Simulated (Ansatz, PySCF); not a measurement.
YCl₃, SMILES [Cl][Y]([Cl])[Cl]. Atoms are numbered in the order given.

```xyz
4

Y     -0.0001     0.0001    -0.2428
Cl     2.1159    -1.2216    -0.2425
Cl    -2.1160    -1.2220    -0.2427
Cl     0.0002     2.4435    -0.2427
```

The structure is a stationary point at r2SCAN-D4/def2-SVP. The isomer is the one that the SMILES or the coordinates give; other isomers of the formula were not compared. The def2 effective core potentials stand for the cores of Y; spin–orbit coupling is left out.

Two levels are set side by side: PBE-D3(BJ)/def2-SVP (Ansatz, a quantum-chemistry and plane-wave program) and r2SCAN-D4/def2-SVP (Ansatz). Each level has its own optimised geometry; the coordinates shown are those of the second. Frequencies come from the Hessian of PySCF at each geometry. Differences are taken from unrounded values.

| quantity | r2SCAN-D4 |
|---|---|
| mean bond length (Å) | 2.443 |
| bond Y1–Cl2 (Å) | 2.443 |
| bond Y1–Cl3 (Å) | 2.443 |
| bond Y1–Cl4 (Å) | 2.443 |
| highest harmonic wavenumber (cm⁻¹) | 395 |
| mean harmonic wavenumber (cm⁻¹) | 220 |
| zero-point energy (kcal/mol) | 1.89 |

Problem. What does PBE-D3(BJ) give, and how far is it from r2SCAN-D4? (The exact figures need the calculation; the answer reports its results.)

Solution. 
```json
[
 {"quantity": "mean bond length (Å)", "PBE-D3(BJ)": "2.443", "PBE-D3(BJ) minus r2SCAN-D4": "0.000"},
 {"quantity": "bond Y1–Cl2 (Å)", "PBE-D3(BJ)": "2.443", "PBE-D3(BJ) minus r2SCAN-D4": "0.000"},
 {"quantity": "bond Y1–Cl3 (Å)", "PBE-D3(BJ)": "2.443", "PBE-D3(BJ) minus r2SCAN-D4": "0.000"},
 {"quantity": "bond Y1–Cl4 (Å)", "PBE-D3(BJ)": "2.443", "PBE-D3(BJ) minus r2SCAN-D4": "0.000"},
 {"quantity": "highest harmonic wavenumber (cm⁻¹)", "PBE-D3(BJ)": "388", "PBE-D3(BJ) minus r2SCAN-D4": "-7"},
 {"quantity": "mean harmonic wavenumber (cm⁻¹)", "PBE-D3(BJ)": "217", "PBE-D3(BJ) minus r2SCAN-D4": "-3"},
 {"quantity": "zero-point energy (kcal/mol)", "PBE-D3(BJ)": "1.86", "PBE-D3(BJ) minus r2SCAN-D4": "-0.03"}
]
```

On these quantities the two levels nearly agree.
